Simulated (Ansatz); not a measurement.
`[CH3][InH][CH2]F` + `F[SiH2]OP` → `[CH3][InH][PH2]` + `FCO[SiH2]F`  (redistribution)

Program: Ansatz. Geometries: PBE0-D4/def2-TZVP. ΔE: electronic, gas phase. CBS: MP2 limit from def2 TZ/QZ plus the TZ coupled-cluster correction, frozen cores. DFT in def2-TZVPP. B3LYP here is the variant with VWN-RPA as its local correlation; programs differ in this. Elements past krypton have def2 core potentials. For In outer-core shells are correlated without core-valence functions, which leaves a few kJ/mol of doubt a bond. One conformer a species, not always the lowest.

```json
{"level": "r2SCAN-D4", "ΔE (eV)": "-0.69"}
{"level": "PBE0-D4", "ΔE (eV)": "-0.71"}
{"level": "PBE", "ΔE (eV)": "-0.68"}
{"level": "r2SCAN", "ΔE (eV)": "-0.69"}
{"level": "B3LYP", "ΔE (eV)": "-0.58"}
{"level": "CCSD/def2-TZVPP", "ΔE (eV)": "-0.61"}
{"level": "MP2/def2-QZVPP", "ΔE (eV)": "-0.60"}
{"level": "CCSD/CBS(def2)", "ΔE (eV)": "-0.57"}
```

Problem. What does CCSD(T)/CBS give? (An estimate is asked.)

Solution. Computed: -0.59 eV. The listed levels differ from it by -0.10, -0.12, -0.09, -0.10, 0.01, -0.02, -0.01, 0.02 eV.

Largest T1 diagnostic among the species: 0.013.
